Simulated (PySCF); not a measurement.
**Relaxation of singlet H2TiS**

Computed with PySCF, PBE0, basis Ti def2-TZVP, S def2-TZVP, H def2-TZVP (no relativity, density fitting). A (50,194) grid was used.

A hand-made trigonal pyramidal start, of Cs symmetry, held to at least that symmetry:

```xyz
4
charge 0 multiplicity 1, angstrom
Ti    0.3543    0.6138   -0.4059
S    -0.5770   -0.9997    0.5847
H     1.8377    0.6139    0.3827
H    -0.3875    1.8984    0.3828
```

Optimiser trace:
```csv
step,E − E(last) (kJ/mol),largest gradient (Eh/bohr)
0,10.89,0.02841
1,2.78,0.00532
2,1.60,0.00352
3,0.68,0.00553
4,0.11,0.00262
5,0.04,0.00120
6,0.00,0.00061
7,0.00,0.00027
```

It ends at Cs with Ti–H 1.701 Å (×2), Ti–S 2.035 Å; H–Ti–H 112.5°, H–Ti–S 103.8° (×2) (after a last refinement on a finer grid). A frequency run shows a minimum. Other isomers or separated fragments may lie lower.

The relaxation took about 23 core-seconds on a shared host.
